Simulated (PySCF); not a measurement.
# How methods differ on the excitation energy of Ge

Ge [Ar] 3d10 4s2 4p2 (3P) → Ge [Ar] 3d10 4s1 4p2 4d1 (high-spin determinant), as a difference of total energies. All numbers are calculated (PySCF 2.14, the spin-free X2C one-electron Hamiltonian (Gaussian nucleus), in aug-cc-pVQZ-DK). Correlated levels: valence: [Ar] 3d10 frozen. The calculations carry no spin-orbit coupling.

```
           method  excitation energy (eV)
              UHF                  10.881
    MP2 (valence)                  11.923
SCS-MP2 (valence)                  12.276
   CCSD (valence)                  12.025
CCSD(T) (valence)                  12.030
```

Task: How much does correlation contribute at CCSD(T) (valence)?

Result: 12.030 − (10.881) = 1.149 eV, measured against UHF.

A first-order spin-orbit estimate (lowest level to lowest level, LS coupling) adds 0.008 eV.

The upper state lies above the first ionisation limit, but in LS coupling its spin forbids autoionisation to the ground ion.

The promoted electron is Rydberg-like, and one or two diffuse shells describe it only roughly, which tends to raise the upper state.

The coupled-cluster amplitudes are large for the upper state (T1 above 0.03 or a double amplitude above 0.15), so a single reference is strained.

The determinant of the upper state mixes LS terms, which raises its energy above the lowest term, most at the Hartree-Fock and MP2 levels.
